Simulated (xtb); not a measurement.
xtb input (GFN2-xTB):

```bash
xtb mol.xyz --gfn 2 --ohess tight --chrg -1 --uhf 0
```
mol.xyz:
```
3

Ga     0.07464045     0.04175826     0.00597362
I     -0.25358262     2.08703007    -1.71011897
I      0.21322555    -2.04811410     1.65829430
```

Output:

```
           -------------------------------------------------
          |                Calculation Setup                |
           -------------------------------------------------

           -------------------------------------------------
          |                 G F N 2 - x T B                 |
           -------------------------------------------------

        Reference                      10.1021/acs.jctc.8b01176
      * Hamiltonian:
        H0-scaling (s, p, d)           1.850000    2.230000    2.230000
        zeta-weighting                 0.500000
      * Dispersion:
        s8                             2.700000
        a1                             0.520000
        a2                             5.000000
        s9                             5.000000
      * Repulsion:
        kExp                           1.500000    1.000000
        rExp                           1.000000
      * Coulomb:
        alpha                          2.000000
        third order                    shell-resolved
        anisotropic                    true
        a3                             3.000000
        a5                             4.000000
        cn-shift                       1.200000
        cn-exp                         4.000000
        max-rad                        5.000000

          ...................................................
          :                      SETUP                      :
          :.................................................:
          :  # basis functions                  30          :
          :  # atomic orbitals                  27          :
          :  # shells                            9          :
          :  # electrons                        18          :
          :  max. iterations                   250          :
          :  Hamiltonian                  GFN2-xTB          :
          :  restarted?                      false          :
          :  GBSA solvation                  false          :
          :  PC potential                    false          :
          :  electronic temp.          300.0000000     K    :
          :  accuracy                    1.0000000          :
          :  -> integral cutoff          0.2500000E+02      :
          :  -> integral neglect         0.1000000E-07      :
          :  -> SCF convergence          0.1000000E-05 Eh   :
          :  -> wf. convergence          0.1000000E-03 e    :
          :  Broyden damping             0.4000000          :
          :  net charge                         -1          :
          :  unpaired electrons                  0          :
          ...................................................

 iter      E             dE          RMSdq      gap      omega  full diag
   1     -9.1745199 -0.917452E+01  0.295E+01    3.57       0.0  T
   2     -9.1975290 -0.230090E-01  0.764E+00    4.20       1.0  T
   3     -9.1988876 -0.135862E-02  0.470E+00    4.11       1.0  T
   4     -9.1998690 -0.981404E-03  0.200E+00    3.79       1.0  T
   5     -9.1995755  0.293441E-03  0.315E+00    4.10       1.0  T
   6     -9.2000780 -0.502420E-03  0.850E-01    3.99       1.0  T
[...]
     3  53 I    0.772 --     1 Ga   0.772
 ---------------------------------------------------------------------------

Topologies differ in total number of bonds
Writing topology from bond orders to xtbtopo.mol

molecular dipole:
                 x           y           z       tot (Debye)
 q only:        0.087      -0.016       0.058
   full:        0.170       0.011       0.080       0.478
molecular quadrupole (traceless):
                xx          xy          yy          xz          yz          zz
 q only:       16.960       3.511     -13.703      -2.860      25.302      -3.257
  q+dip:       28.993       6.000     -23.427      -4.895      43.266      -5.566
   full:       31.052       6.422     -25.094      -5.248      46.350      -5.957

           -------------------------------------------------
          |                Geometry Summary                 |
           -------------------------------------------------

      molecular mass/u    :      323.5320099
   center of mass at/Å    :       -0.0035612       0.0219776      -0.0192737
  moments of inertia/u·Å² :        0.1043011E+01   0.2207901E+04   0.2208944E+04
rotational constants/cm⁻¹ :        0.1616248E+02   0.7635139E-02   0.7631534E-02

           -------------------------------------------------
          |               Frequency Printout                |
           -------------------------------------------------
 projected vibrational frequencies (cm⁻¹)
eigval :       -0.00    -0.00    -0.00     0.00     0.00     0.00
eigval :       -4.75   101.65   125.59
 reduced masses (amu)
   1:123.53   2:126.31   3:116.63   4: 86.35   5:105.44   6:121.31   7: 82.74   8:126.21
   9: 82.07
 IR intensities (km·mol⁻¹)
   1:  2.78   2:  4.70   3:  1.46   4:  4.37   5:  2.28   6:  1.72   7:  8.05   8:  0.26
   9: 89.92
 Raman intensities (Ä⁴*amu⁻¹)
   1:  0.00   2:  0.00   3:  0.00   4:  0.00   5:  0.00   6:  0.00   7:  0.00   8:  0.00
   9:  0.00
 output can be read by thermo (or use thermo option).
 writing <g98.out> molden fake output.
 recommended (thermochemical) frequency scaling factor: 1.0
           -------------------------------------------------
          |             Thermodynamic Functions             |
           -------------------------------------------------

c2v symmetry found (for desy threshold:  0.10E+00) used in thermo
 inverting freq            1   4.7541313447447733

          ...................................................
          :                      SETUP                      :
          :.................................................:
          :  # frequencies                           3      :
          :  # imaginary freq.                       0      :
          :  linear?                             false      :
          :  only rotor calc.                    false      :
          :  symmetry                              c2v      :
          :  rotational number                       2      :
          :  scaling factor                  1.0000000      :
          :  rotor cutoff                   50.0000000 cm⁻¹ :
          :  imag. cutoff                  -20.0000000 cm⁻¹ :
          :.................................................:

    mode    ω/cm⁻¹     T·S(HO)/kcal·mol⁻¹    T·S(FR)/kcal·mol⁻¹   T·S(vib)
   ------------------------------------------------------------------------
       1      4.75    -2.82900 (  0.01%)    -1.75290 ( 99.99%)    -1.75299
       2    101.65    -1.02041 ( 94.47%)    -0.84634 (  5.53%)    -1.01078
       3    125.59    -0.89816 ( 97.55%)    -0.78368 (  2.45%)    -0.89535
   ------------------------------------------------------------------------
Note: The following floating-point exceptions are signalling: IEEE_DENORMAL
normal termination of xtb

   temp. (K)  partition function   enthalpy   heat capacity  entropy
                                   cal/mol     cal/K/mol   cal/K/mol   J/K/mol
 298.15  VIB   250.                 1475.726      4.793     12.273
         ROT  0.861E+05              888.752      2.981     25.564
         INT  0.216E+08             2364.479      7.774     37.837
         TR   0.563E+28             1481.254      4.968     43.198
         TOT                        3845.7327    12.7425    81.0351   339.0507

       T/K    H(0)-H(T)+PV         H(T)/Eh          T*S/Eh         G(T)/Eh
   ------------------------------------------------------------------------
    298.15    0.612857E-02    0.665709E-02    0.385024E-01   -0.318453E-01
   ------------------------------------------------------------------------

         :::::::::::::::::::::::::::::::::::::::::::::::::::::
         ::                  THERMODYNAMIC                  ::
         :::::::::::::::::::::::::::::::::::::::::::::::::::::
         :: total free energy          -9.245754407618 Eh   ::
         ::.................................................::
         :: total energy               -9.213909129198 Eh   ::
         :: zero point energy           0.000528524512 Eh   ::
         :: G(RRHO) w/o ZPVE           -0.032373802931 Eh   ::
         :: G(RRHO) contrib.           -0.031845278419 Eh   ::
         :::::::::::::::::::::::::::::::::::::::::::::::::::::

optimized geometry written to: xtbopt.xyz

           -------------------------------------------------
          | TOTAL ENERGY               -9.213909129198 Eh   |
          | TOTAL ENTHALPY             -9.207252039460 Eh   |
          | TOTAL FREE ENERGY          -9.245754407618 Eh   |
          | GRADIENT NORM               0.000014758363 Eh/α |
          | HOMO-LUMO GAP               4.166579964552 eV   |
           -------------------------------------------------

------------------------------------------------------------------------
------------------------------------------------------------------------
 total:
 SCF:
 ANC optimizer:
 analytical hessian:
```
